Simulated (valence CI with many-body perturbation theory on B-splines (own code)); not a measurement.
**Ag42+: electric-dipole lines**

Level of theory: valence CI with perturbative core correlation (CI+MBPT): three valence electrons over a frozen Dirac-Fock core [He], a basis of 11 s, 11 p, 9 d, 7 f, 5 g, 2 h, 1 i functions for each j, with the one-electron correlation potential Σ1 (screened to all orders), the two-electron term Σ2, the three-electron term Σ3, Breit, model QED; selected single and double excitations, second order for the rest (own B-spline code, finite nucleus).

No measured spectrum was set against this ion. As an estimate, large intervals hold to a few tenths of a per cent, small ones and those within an open d or f shell to about a per cent.

Lines 1 to 50 of 272 in falling wavelength, among levels below 4409.0 eV, chosen from the strongest by gf and those to the six lowest levels. Wavelengths and rates use the calculated energies. Electric multipoles are in the length gauge, E1 and E2 with the static RPA response of the core. Weak lines are less certain than strong ones. Lines between different terms over intervals too small for the method are left out, as are lines whose strength nearly cancels. The highest levels of a list are the least certain.

Levels are named by their leading jj configuration (3d3/2^4 stands for four electrons in 3d with j = 3/2), which in mixed levels can hold well under half, so a name can repeat and another be missing. Letters in brackets count levels of one name in rising energy.

| λ vac (Å) | Upper | Lower | A (s⁻¹) | S (a.u.) |
| --- | --- | --- | --- | --- |
| 255.0 | (2s 2p3/2 3d5/2) J=9/2 | (2s 2p3/2 3p3/2) J=7/2 | 2.48e+09 | 2.03e-01 |
| 252.6 | (2p1/2 2p3/2 3d5/2) J=9/2 | (2p1/2 2p3/2 3p3/2) J=7/2 | 2.97e+09 | 2.36e-01 |
| 245.9 | (2s 2p1/2 3d5/2) J=7/2 | (2s 2p1/2 3p3/2) J=5/2 | 2.81e+09 | 1.65e-01 |
| 245.2 | (2p1/2 2p3/2 3d5/2) J=7/2 | (2p1/2 2p3/2 3p3/2) J=5/2 [a] | 2.35e+09 | 1.37e-01 |
| 243.0 | (2p1/2^2 3d5/2) J=5/2 | (2p1/2^2 3p3/2) J=3/2 | 3.08e+09 | 1.31e-01 |
| 231.8 | (2s 2p1/2 3d5/2) J=5/2 [a] | (2s 2p1/2 3p3/2) J=3/2 [a] | 2.55e+09 | 9.41e-02 |
| 231.7 | (2s 2p3/2 3p1/2) J=5/2 | (2s 2p3/2 3s) J=5/2 | 2.12e+09 | 7.80e-02 |
| 220.0 | (2s 2p3/2 3d5/2) J=7/2 [b] | (2s 2p3/2 3p3/2) J=5/2 [b] | 3.04e+09 | 1.28e-01 |
| 216.3 | (2s 2p1/2 3d5/2) J=5/2 [b] | (2s 2p1/2 3p3/2) J=3/2 [b] | 3.32e+09 | 9.96e-02 |
| 212.3 | (2s 2p3/2 3d5/2) J=7/2 [a] | (2s 2p3/2 3p3/2) J=5/2 [a] | 3.26e+09 | 1.23e-01 |
| 204.7 | (2s 2p3/2 3d5/2) J=5/2 [a] | (2s 2p3/2 3p3/2) J=3/2 | 2.63e+09 | 6.68e-02 |
| 201.3 | (2s^2 3d5/2) J=5/2 | (2s^2 3p3/2) J=3/2 | 3.15e+09 | 7.62e-02 |
| 146.7 | (2p1/2 2p3/2 3d3/2) J=7/2 | (2p1/2 2p3/2 3p1/2) J=5/2 | 8.55e+09 | 1.07e-01 |
| 144.5 | (2s 2p3/2 3p3/2) J=3/2 | (2s 2p3/2 3s) J=3/2 [a] | 9.13e+09 | 5.44e-02 |
| 143.0 | (2s 2p3/2 3d3/2) J=5/2 [a] | (2s 2p3/2 3p1/2) J=5/2 | 5.46e+09 | 4.73e-02 |
| 141.8 | (2p1/2 2p3/2 3p3/2) J=7/2 | (2p1/2 2p3/2 3s) J=5/2 | 2.17e+10 | 2.44e-01 |
| 138.7 | (2s 2p3/2 3d3/2) J=5/2 [a] | (2s 2p3/2 3p1/2) J=3/2 [a] | 6.09e+09 | 4.81e-02 |
| 138.6 | (2p1/2^2 3d3/2) J=3/2 | (2p1/2^2 3p1/2) J=1/2 | 9.58e+09 | 5.04e-02 |
| 138.4 | (2s 2p3/2 3d3/2) J=7/2 | (2s 2p3/2 3p1/2) J=5/2 | 9.97e+09 | 1.04e-01 |
| 138.3 | (2s 2p1/2 3d3/2) J=5/2 | (2s 2p1/2 3p1/2) J=3/2 | 1.02e+10 | 7.96e-02 |
| 137.6 | (2p1/2 2p3/2 3d3/2) J=5/2 [a] | (2p1/2 2p3/2 3p1/2) J=3/2 [a] | 1.01e+10 | 7.82e-02 |
| 135.7 | (2s 2p3/2 3p3/2) J=5/2 [b] | (2s 2p3/2 3s) J=3/2 [b] | 9.16e+09 | 6.77e-02 |
| 134.8 | (2s 2p3/2 3d3/2) J=3/2 [a] | (2s 2p3/2 3p1/2) J=3/2 [a] | 9.36e+09 | 4.53e-02 |
| 134.2 | (2p1/2 2p3/2 3p3/2) J=3/2 [a] | (2p1/2 2p3/2 3s) J=1/2 | 1.05e+10 | 4.99e-02 |
| 133.6 | (2s 2p1/2 3d3/2) J=3/2 [a] | (2s 2p1/2 3p1/2) J=1/2 [a] | 1.35e+10 | 6.33e-02 |
| 132.9 | (2s 2p1/2 3p3/2) J=3/2 [b] | (2s 2p1/2 3s) J=1/2 [b] | 1.22e+10 | 5.67e-02 |
| 129.7 | (2p1/2 2p3/2 3p3/2) J=5/2 [a] | (2p1/2 2p3/2 3s) J=3/2 [a] | 2.04e+10 | 1.32e-01 |
| 127.8 | (2p1/2^2 3p3/2) J=3/2 | (2p1/2^2 3s) J=1/2 | 2.89e+10 | 1.19e-01 |
| 127.4 | (2s^2 3p3/2) J=3/2 | (2s^2 3s) J=1/2 | 1.03e+10 | 4.20e-02 |
| 127.4 | (2s 2p3/2 3p3/2) J=7/2 | (2s 2p3/2 3s) J=5/2 | 2.40e+10 | 1.96e-01 |
| 127.3 | (2p1/2 2p3/2 3p3/2) J=5/2 [b] | (2p1/2 2p3/2 3s) J=3/2 [c] | 1.75e+10 | 1.07e-01 |
| 126.3 | (2s 2p3/2 3p3/2) J=5/2 [a] | (2s 2p3/2 3s) J=3/2 [a] | 1.20e+10 | 7.19e-02 |
| 126.0 | (2p1/2 2p3/2 3p1/2) J=5/2 | (2s 2p3/2 3p1/2) J=3/2 [b] | 1.06e+10 | 6.26e-02 |
| 125.9 | (2s 2p1/2 3p3/2) J=5/2 | (2s 2p1/2 3s) J=3/2 | 2.30e+10 | 1.36e-01 |
| 120.3 | (2p1/2 2p3/2 3p3/2) J=5/2 [b] | (2p1/2 2p3/2 3s) J=5/2 | 9.02e+09 | 4.66e-02 |
| 118.2 | (2s 2p1/2 3p3/2) J=3/2 [a] | (2s 2p1/2 3s) J=1/2 [a] | 2.88e+10 | 9.39e-02 |
| 117.1 | (2p1/2 2p3/2 3p3/2) J=3/2 [b] | (2p1/2 2p3/2 3s) J=3/2 [b] | 1.78e+10 | 5.64e-02 |
| 111.5 | (2p1/2 2p3/2 3s) J=5/2 | (2s 2p3/2 3s) J=3/2 [b] | 1.87e+10 | 7.70e-02 |
| 109.8 | (2s 2p3/2 3p3/2) J=1/2 [b] | (2s 2p3/2 3s) J=1/2 | 2.83e+10 | 3.70e-02 |
| 109.8 | (2s 2p3/2 3p3/2) J=5/2 [a] | (2s 2p3/2 3s) J=5/2 | 1.52e+10 | 5.95e-02 |
| 107.5 | (2s 2p1/2 3s) J=3/2 | (2s^2 3s) J=1/2 | 2.41e+10 | 5.91e-02 |
| 104.1 | (2p1/2 2p3/2 3s) J=3/2 [c] | (2s 2p3/2 3s) J=1/2 | 2.03e+10 | 4.51e-02 |
| 103.5 | (2s 2p1/2 3p3/2) J=3/2 [b] | (2s^2 3p3/2) J=3/2 | 1.58e+10 | 3.46e-02 |
| 103.1 | (2s 2p1/2 2p3/2) J=5/2 | (2s^2 2p3/2) J=3/2 | 2.81e+09 | 9.12e-03 |
| 101.0 | (2p1/2 2p3/2 3p3/2) J=5/2 [b] | (2s 2p3/2 3p3/2) J=5/2 [b] | 1.28e+10 | 3.91e-02 |
| 93.79 | (2s 2p1/2^2) J=1/2 | (2s^2 2p1/2) J=1/2 | 5.52e+09 | 4.50e-03 |
| 85.45 | (2p1/2^2 2p3/2) J=3/2 | (2s 2p1/2 2p3/2) J=3/2 [b] | 6.36e+09 | 7.84e-03 |
| 80.51 | (2p1/2^2 3d5/2) J=5/2 | (2s 2p1/2 3d5/2) J=7/2 | 1.92e+10 | 2.96e-02 |
| 75.94 | (2s 2p1/2 2p3/2) J=3/2 [b] | (2s^2 2p3/2) J=3/2 | 3.47e+09 | 3.00e-03 |
| 74.67 | (2s 2p1/2 2p3/2) J=1/2 | (2s^2 2p3/2) J=3/2 | 5.75e+09 | 2.36e-03 |
